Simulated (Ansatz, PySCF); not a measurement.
Torsion H4–C1–B2–I3 in CH4BI (SMILES CBI); at each angle all else is relaxed with GFN2-xTB, and the levels are single points there.
Geometry at 0° (charge 0, multiplicity 1):
```xyz
7

C     -0.75605    -0.10964    -0.04584
B      0.57451     0.61023     0.34976
I      1.37881     2.16315    -0.80917
H     -1.22516     0.25415    -0.95775
H     -1.48804    -0.02629     0.75973
H     -0.58809    -1.18180    -0.16415
H      1.15929     0.29522     1.31330
```

On the grid 0° to 120°, 60° is the highest and 0° the lowest point at MP2/CBS(def2-TZVPP, def2-QZVPP) + ΔCCSD(T)/def2-TZVPP.

Rows in STO-3G carry no dispersion term and start afresh at each structure; the Pople sets are all-electron and without relativity.

Run with Ansatz (Gaussian basis) for Hartree–Fock, density functionals and correlated methods; PySCF for STO-3G rows, the dispersion terms. Values without a source in brackets are computed. In def2 rows elements past Kr take small-core potentials, without spin–orbit coupling.

Question: What energy at 60° less that at 0° does HF/STO-3G give?

Answer: 0.4 kcal/mol

Ansatz is a program for electronic structure.
